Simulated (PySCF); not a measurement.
C11H9N.
Z-matrix (Å and degrees, PBE0-D3(BJ)/def2-SVP geometry), rows numbered from 1:
```
C 
C   1  1.3940
C   2  1.3922  1  120.26
C   3  1.4028  2  120.77  1    -0.08
C   4  1.4772  3  120.84  2  -179.91
C   5  1.4002  4  122.04  3  -141.91
C   6  1.3902  5  119.44  4   179.97
C   7  1.3944  6  118.52  5    -0.22
N   8  1.3303  7  123.00  6     0.59
C   9  1.3271  8  118.09  7    -0.33
C   4  1.4026  3  118.39  2     0.05
C  11  1.3920  4  120.84  3    -0.00
H   1  1.0924  2  120.23  3  -179.94
H   2  1.0926  1  120.08  3   179.41
H   3  1.0925  2  119.71  1   178.40
H   6  1.0930  5  120.02  4     1.35
H   7  1.0921  6  121.02  5  -179.48
H   8  1.0961  7  120.40  6  -179.41
H  10  1.0965  5  119.38  4     1.60
H  11  1.0927  4  119.47  3  -178.47
H  12  1.0926  1  120.10  2   179.46
```

All values: PBE0/pcSseg-1 (PySCF, non-relativistic), on one gas-phase PBE0-D3(BJ)/def2-SVP geometry that isn't relaxed in the solvent. The solvent is an IEF-PCM continuum (van der Waals radii × 1.2). Specific hydrogen bonds and non-electrostatic terms are outside this model.

```tsv
run	E − E(gas) (kcal/mol)	HOMO (eV)	HOMO–LUMO gap (eV)	dipole (D)
gas	0.00	-6.90	5.66	2.35
P	-6.42	-6.91	5.66	3.17
Q	-4.70	-6.89	5.66	2.95
```

Question: The runs were made in acetone and chloroform. Which run belongs to which solvent?

Answer: P = acetone, Q = chloroform. The dielectric constants are 4.711 (chloroform), 20.49 (acetone), and the energy falls further as ε rises. In this model the ground state sees the solvent through ε alone.

Question: How constant is the ratio of the lowering to (ε − 1)/(2ε + 1)?

Answer: 
```tsv
solvent	(ε − 1)/(2ε + 1)	E − E(gas) (kcal/mol)	ratio (kcal/mol)	polarisation term (kcal/mol)
chloroform	0.356	-4.70	-13.2	-5.22
acetone	0.464	-6.42	-13.8	-7.42
```

The ratio changes by +4.8 % in size from chloroform to acetone. The polarisation term is half the interaction of the solute with the induced surface charges.
